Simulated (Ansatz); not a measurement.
`[SiH3]O[SiH2]Br` → `O[SiH3]` + `[SiH]Br` at 298.15 K and 1 bar (silylene formation by 1,1-elimination).

Gas-phase electronic energies from Ansatz, PBE0-D4/def2-TZVP geometries. CCSD(T)/CBS is the MP2 limit (def2-TZVPP, def2-QZVPP) plus CCSD(T) − MP2 in def2-TZVPP, frozen cores. For Br outer-core shells are correlated without core-valence functions, which leaves a few kJ/mol of doubt a bond. Scalar relativity is left out up to krypton. One conformer a species, not always the lowest.

```
          species  CCSD(T)/CBS energy (Eh)  H − E (kJ/mol)  S (J/(mol·K))
`[SiH3]O[SiH2]Br`              -3229.78766           148.5          376.6
        `O[SiH3]`               -366.69042           113.6          257.8
        `[SiH]Br`              -2862.97869            30.2          263.1
```

H − E and S are ideal-gas, rigid-rotor, harmonic terms from PBE0-D4/def2-TZVP, for one conformer and one mirror image of each species. 1 Eh = 2625.50 kJ/mol, R = 8.31446 J/(mol·K).

**Question.** By hand: ΔE, ΔH, ΔS and ΔG.

**Answer.** ΔE = (-366.69042) + (-2862.97869) − (-3229.78766) = 0.11855 Eh = 311.3 kJ/mol. Δ(H − E) = 113.6 + 30.2 − 148.5 = -4.7, so ΔH = 306.6 kJ/mol. ΔS = 257.8 + 263.1 − 376.6 = 144.3 J/(mol·K). ΔG = 306.6 − 298.15 × (144.3)/1000 = 263.6 kJ/mol.

**Question.** By hand: the equilibrium constant, and the temperature at which ΔG would vanish if ΔH and ΔS stayed fixed.

**Answer.** log₁₀ K = −ΔG/(RT ln 10) = -46.2. ΔG = 0 at ΔH/ΔS = 2125 K.

The number of gas molecules changes by +1, which sets the sign of ΔS. A doubt of 5 kJ/mol in ΔE shifts log₁₀ K by 0.9 here. Other conformers and mirror images would add mixing entropy, several J/(mol·K) or more a flexible species. Modes under 60 cm⁻¹, often nearly free rotors, make the harmonic entropy too high. These are equilibria of isolated gas molecules and say nothing of rates. Largest T1 diagnostic: 0.011 (customary marks: 0.02 for closed shells, 0.045 for open ones).
